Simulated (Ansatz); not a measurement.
Ansatz results at the PBE0-D4/def2-TZVP geometry: HOMO–LUMO gap (ωB97M-V/def2-TZVPP) 10.19 eV; HOMO–LUMO gap (PBE/def2-TZVPP) 4.33 eV; HOMO energy (B3LYP/def2-TZVPP) -6.36 eV.

Question: Which molecule gave them?
A. `C=C1OC[SiH2]1`
B. `C[N]([GeH2][GaH2])[GeH]([OH])[SnH3]`
C. `OC#CC[SiH3]`
D. `C=C([SiH3])OC=S`

Answer: A. The others give `C[N]([GeH2][GaH2])[GeH]([OH])[SnH3]`: 9.32, 3.52, -6.37; `OC#CC[SiH3]`: 11.06, 5.16, -6.64; `C=C([SiH3])OC=S`: 9.27, 2.77, -6.51.

B3LYP here is the variant with VWN-RPA as its local correlation; programs differ in this.
